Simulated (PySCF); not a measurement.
H$_{3}$NSeZn (SMILES [NH2][Zn][SeH]), singlet, geometry from GFN2-xTB (such geometries of metal compounds can be far from the true shape); SA2-CASSCF(6,4)/STO-3G (PySCF).

PySCF was given this input:
```python
from pyscf import gto, scf, mcscf
import numpy

mol = gto.M(
    atom='''
Zn    0.047278    0.417119   -0.799862
N    -0.195318    2.087081   -1.522560
H    -0.936625    2.197537   -2.202374
H     0.611706    2.539170   -1.932698
Se   -0.002850   -0.873718    1.123212
H     0.370706   -2.153441    0.599645
''',
    basis='sto-3g',
    charge=0,
    spin=0,
    verbose=4,
)

mf = scf.RHF(mol)
mf.kernel()
mc = mcscf.CASSCF(mf, 4, 6)
mc.fix_spin_(ss=0.0)
mc = mc.state_average_([0.5, 0.5])
mc.kernel()
```

Q: What does PySCF print? Leave out banner, timings and long lists.

A: 
```
PySCF version 2.14.0

[INPUT] verbose = 4
[INPUT] num. atoms = 6
[INPUT] num. electrons = 74
[INPUT] charge = 0
[INPUT] spin (= nelec alpha-beta = 2S) = 0
[INPUT] symmetry False subgroup None
[INPUT] Mole.unit = angstrom
[INPUT] Symbol           X                Y                Z      unit          X                Y                Z       unit  Magmom
[...]
nuclear repulsion = 372.419258701168
number of shells = 22
number of NR pGTOs = 132
number of NR cGTOs = 44
basis = sto-3g
ecp = {}

******** <class 'pyscf.scf.hf.RHF'> ********
method = RHF
initial guess = minao
damping factor = 0
level_shift factor = 0
DIIS = <class 'pyscf.scf.diis.CDIIS'>
diis_start_cycle = 1
diis_space = 8
diis_damp = 0
SCF conv_tol = 1e-09
SCF conv_tol_grad = None
SCF max_cycles = 50
direct_scf = True
direct_scf_tol = 1e-13
Set gradient conv threshold to 3.16228e-05
Initial guess from minao.
init E= -4180.75190598084
[...]
cycle= 1 E= -4185.9245837825  delta_E= -5.17  |g|= 0.705  |ddm|= 2.97
[...]
cycle= 2 E= -4186.2497586374  delta_E= -0.325  |g|= 0.569  |ddm|= 2.38
[...]
cycle= 3 E= -4186.32586211218  delta_E= -0.0761  |g|= 0.149  |ddm|= 0.671
[...]
cycle= 4 E= -4186.34093503804  delta_E= -0.0151  |g|= 0.0688  |ddm|= 0.381
[...]
cycle= 5 E= -4186.34483257279  delta_E= -0.0039  |g|= 0.02  |ddm|= 0.242
[...]
cycle= 6 E= -4186.34546662837  delta_E= -0.000634  |g|= 0.008  |ddm|= 0.118
[...]
cycle= 7 E= -4186.34558047851  delta_E= -0.000114  |g|= 0.00504  |ddm|= 0.0495
[...]
cycle= 8 E= -4186.34563628983  delta_E= -5.58e-05  |g|= 0.00402  |ddm|= 0.0305
[...]
cycle= 9 E= -4186.34568706957  delta_E= -5.08e-05  |g|= 0.00328  |ddm|= 0.0225
[...]
cycle= 10 E= -4186.34576087367  delta_E= -7.38e-05  |g|= 0.00169  |ddm|= 0.0481
[...]
cycle= 11 E= -4186.34578083189  delta_E= -2e-05  |g|= 0.000406  |ddm|= 0.0362
[...]
cycle= 12 E= -4186.34578114322  delta_E= -3.11e-07  |g|= 0.000326  |ddm|= 0.00282
[...]
cycle= 13 E= -4186.34578126048  delta_E= -1.17e-07  |g|= 0.000307  |ddm|= 0.000581
[...]
cycle= 14 E= -4186.34578161953  delta_E= -3.59e-07  |g|= 0.000269  |ddm|= 0.00194
[...]
cycle= 15 E= -4186.34578235424  delta_E= -7.35e-07  |g|= 0.000168  |ddm|= 0.00531
[...]
cycle= 16 E= -4186.34578272254  delta_E= -3.68e-07  |g|= 4.59e-05  |ddm|= 0.00608
[...]
cycle= 17 E= -4186.34578273587  delta_E= -1.33e-08  |g|= 1.31e-05  |ddm|= 0.00122
[...]
cycle= 18 E= -4186.34578273616  delta_E= -2.88e-10  |g|= 2.6e-06  |ddm|= 0.000123
[...]
Extra cycle  E= -4186.34578273616  delta_E= -1.82e-12  |g|= 1.45e-06  |ddm|= 5.94e-06
converged SCF energy = -4186.34578273616

******** <class 'pyscf.mcscf.addons.StateAverageCASSCF'> ********
CAS (3e+3e, 4o), ncore = 34, nvir = 6
max_cycle_macro = 50
max_cycle_micro = 4
conv_tol = 1e-07
conv_tol_grad = None
orbital rotation max_stepsize = 0.02
orbital rotation threshold for CI restart = 0.01
augmented hessian ah_max_cycle = 30
augmented hessian ah_conv_tol = 1e-12
augmented hessian ah_linear dependence = 1e-14
augmented hessian ah_level shift = 1e-08
augmented hessian ah_start_tol = 2.5
augmented hessian ah_start_cycle = 3
augmented hessian ah_grad_trust_region = 3
kf_trust_region = 3
kf_interval = 4
ci_response_space = 4
ci_grad_trust_region = 3
with_dep4 0
natorb = False
canonicalization = True
sorting_mo_energy = False
ao2mo_level = 2
internal_rotation = False
******** <class 'pyscf.mcscf.addons.StateAverageSpinPenaltyFCISolver'> ********
max. cycles = 50
conv_tol = 1e-08
davidson only = True
linear dependence = 1e-12
level shift = 0.001
max iter space = 12
nroots = 2
pspace_size = 400
spin = None
State-average over 2 states with weights [0.5, 0.5]
CASCI E = -4186.29932926691  S^2 = 0.0000000
Set conv_tol_grad to 0.000316228
macro iter   1 ( 21 JK    4 micro), CASSCF E = -4186.30284620493  dE = -3.51693802e-03  S^2 = 0.0000000
               |grad[o]|=0.0529  |ddm|=0.00656  |maxRot[o]|=0.211
macro iter   2 ( 21 JK    4 micro), CASSCF E = -4186.30293999413  dE = -9.37892019e-05  S^2 = 0.0000000
               |grad[o]|=0.0143  |ddm|=0.00381  |maxRot[o]|= 0.12
macro iter   3 ( 17 JK    4 micro), CASSCF E = -4186.30287882230  dE =  6.11718333e-05  S^2 = 0.0000000
               |grad[o]|=0.0101  |ddm|=0.0178  |maxRot[o]|=0.115
macro iter   4 ( 21 JK    4 micro), CASSCF E = -4186.30284113695  dE =  3.76853459e-05  S^2 = 0.0000000
               |grad[o]|=0.0075  |ddm|=0.00163  |maxRot[o]|=0.0594
macro iter   5 ( 25 JK    4 micro), CASSCF E = -4186.30289636125  dE = -5.52242955e-05  S^2 = 0.0000000
               |grad[o]|=0.0062  |ddm|=0.000508  |maxRot[o]|=0.0281
macro iter   6 ( 21 JK    4 micro), CASSCF E = -4186.30287244255  dE =  2.39186938e-05  S^2 = 0.0000000
               |grad[o]|=0.00582  |ddm|=0.000469  |maxRot[o]|=0.0579
macro iter   7 ( 25 JK    4 micro), CASSCF E = -4186.30292507030  dE = -5.26277508e-05  S^2 = 0.0000000
               |grad[o]|=0.00507  |ddm|=0.000486  |maxRot[o]|=0.0225
macro iter   8 ( 21 JK    4 micro), CASSCF E = -4186.30288407202  dE =  4.09982867e-05  S^2 = 0.0000000
               |grad[o]|=0.00479  |ddm|=0.000718  |maxRot[o]|=0.0629
macro iter   9 ( 25 JK    4 micro), CASSCF E = -4186.30293906123  dE = -5.49892138e-05  S^2 = 0.0000000
               |grad[o]|=0.00426  |ddm|=0.000436  |maxRot[o]|=0.0209
macro iter  10 ( 21 JK    4 micro), CASSCF E = -4186.30289917938  dE =  3.98818493e-05  S^2 = 0.0000000
               |grad[o]|=0.00404  |ddm|=0.000966  |maxRot[o]|=0.0625
macro iter  11 ( 25 JK    4 micro), CASSCF E = -4186.30296064705  dE = -6.14676710e-05  S^2 = 0.0000000
               |grad[o]|=0.00361  |ddm|=0.000364  |maxRot[o]|=0.0219
macro iter  12 ( 17 JK    4 micro), CASSCF E = -4186.30295976718  dE =  8.79870640e-07  S^2 = 0.0000000
               |grad[o]|=0.00345  |ddm|=0.00124  |maxRot[o]|=0.0376
macro iter  13 ( 25 JK    4 micro), CASSCF E = -4186.30302499973  dE = -6.52325471e-05  S^2 = 0.0000000
               |grad[o]|=0.0032  |ddm|=0.000401  |maxRot[o]|=0.0251
macro iter  14 ( 17 JK    4 micro), CASSCF E = -4186.30307917458  dE = -5.41748477e-05  S^2 = 0.0000000
               |grad[o]|=0.0031  |ddm|=0.00096  |maxRot[o]|=0.0345
macro iter  15 ( 17 JK    4 micro), CASSCF E = -4186.30304894144  dE =  3.02331327e-05  S^2 = 0.0000000
               |grad[o]|=0.00293  |ddm|=0.00683  |maxRot[o]|=0.0574
macro iter  16 ( 22 JK    4 micro), CASSCF E = -4186.30317215849  dE = -1.23217050e-04  S^2 = 0.0000000
               |grad[o]|=0.00273  |ddm|=0.000371  |maxRot[o]|=0.0411
macro iter  17 ( 17 JK    4 micro), CASSCF E = -4186.30327145611  dE = -9.92976175e-05  S^2 = 0.0000000
               |grad[o]|=0.00278  |ddm|=0.00311  |maxRot[o]|=0.0415
macro iter  18 (  7 JK    2 micro), CASSCF E = -4186.30348252918  dE = -2.11073067e-04  S^2 = 0.0000000
               |grad[o]|=0.00284  |ddm|=0.00153  |maxRot[o]|=0.0445
macro iter  19 (  7 JK    2 micro), CASSCF E = -4186.30379347524  dE = -3.10946058e-04  S^2 = 0.0000000
               |grad[o]|=0.00308  |ddm|=0.0025  |maxRot[o]|=0.0558
macro iter  20 (  7 JK    2 micro), CASSCF E = -4186.30419556684  dE = -4.02091602e-04  S^2 = 0.0000000
               |grad[o]|=0.00338  |ddm|=0.00323  |maxRot[o]|=0.0625
macro iter  21 (  7 JK    2 micro), CASSCF E = -4186.30467516953  dE = -4.79602695e-04  S^2 = 0.0000000
               |grad[o]|=0.00374  |ddm|=0.00385  |maxRot[o]|=0.0661
macro iter  22 (  7 JK    2 micro), CASSCF E = -4186.30521302973  dE = -5.37860198e-04  S^2 = 0.0000000
               |grad[o]|=0.00405  |ddm|=0.00504  |maxRot[o]|=0.068
macro iter  23 (  7 JK    2 micro), CASSCF E = -4186.30578358372  dE = -5.70553988e-04  S^2 = 0.0000000
               |grad[o]|=0.00424  |ddm|=0.00668  |maxRot[o]|=0.0689
macro iter  24 (  7 JK    2 micro), CASSCF E = -4186.30633298298  dE = -5.49399266e-04  S^2 = 0.0000000
               |grad[o]|=0.0042  |ddm|=0.00896  |maxRot[o]|=0.0689
macro iter  25 (  7 JK    2 micro), CASSCF E = -4186.30675248810  dE = -4.19505111e-04  S^2 = 0.0000000
               |grad[o]|=0.00392  |ddm|=0.00843  |maxRot[o]|=0.0697
macro iter  26 (  7 JK    2 micro), CASSCF E = -4186.30706944044  dE = -3.16952344e-04  S^2 = 0.0000000
               |grad[o]|=0.00352  |ddm|=0.00775  |maxRot[o]|=0.0698
macro iter  27 (  7 JK    2 micro), CASSCF E = -4186.30730467286  dE = -2.35232422e-04  S^2 = 0.0000000
               |grad[o]|=0.00309  |ddm|=0.00695  |maxRot[o]|=0.0699
macro iter  28 (  7 JK    2 micro), CASSCF E = -4186.30747307336  dE = -1.68400495e-04  S^2 = 0.0000000
               |grad[o]|=0.00266  |ddm|=0.00615  |maxRot[o]|=0.0699
macro iter  29 (  7 JK    2 micro), CASSCF E = -4186.30758804696  dE = -1.14973605e-04  S^2 = 0.0000000
               |grad[o]|=0.00223  |ddm|=0.00535  |maxRot[o]|=0.0699
macro iter  30 (  7 JK    2 micro), CASSCF E = -4186.30766085274  dE = -7.28057748e-05  S^2 = 0.0000000
               |grad[o]|=0.00179  |ddm|=0.00469  |maxRot[o]|=0.0699
macro iter  31 (  7 JK    2 micro), CASSCF E = -4186.30770058811  dE = -3.97353706e-05  S^2 = 0.0000000
               |grad[o]|=0.00133  |ddm|=0.00411  |maxRot[o]|=0.0699
macro iter  32 (  6 JK    2 micro), CASSCF E = -4186.30771216444  dE = -1.15763369e-05  S^2 = 0.0000000
               |grad[o]|=0.000804  |ddm|=0.00226  |maxRot[o]|= 0.05
macro iter  33 (  9 JK    3 micro), CASSCF E = -4186.30769584868  dE =  1.63157674e-05  S^2 = 0.0000000
               |grad[o]|=0.000346  |ddm|=0.000448  |maxRot[o]|=0.0454
macro iter  34 (  7 JK    2 micro), CASSCF E = -4186.30770669689  dE = -1.08482118e-05  S^2 = 0.0000000
               |grad[o]|=0.00058  |ddm|=0.000657  |maxRot[o]|=0.021
macro iter  35 (  7 JK    2 micro), CASSCF E = -4186.30771329023  dE = -6.59334546e-06  S^2 = 0.0000000
               |grad[o]|=0.000396  |ddm|=0.00119  |maxRot[o]|=0.0322
macro iter  36 (  3 JK    1 micro), CASSCF E = -4186.30771331071  dE = -2.04763637e-08  S^2 = 0.0000000
               |grad[o]|=0.000141  |ddm|=9.12e-05  |maxRot[o]|=0.000977
1-step CASSCF converged in  36 macro (488 JK 106 micro) steps
CASSCF canonicalization
Density matrix diagonal elements [1.98989607 1.99688734 1.48078414 0.53243246]
CASSCF energy = -4186.30771331071
CASCI E = -4186.30771331071  E(CI) = -6.18042629275533  S^2 = 0.0000000
CASCI state-averaged energy = -4186.30771331071
CASCI energy for each state
  State 0 weight 0.5  E = -4186.35503014081 S^2 = 0.0000000
  State 1 weight 0.5  E = -4186.26039648061 S^2 = 0.0000000
```
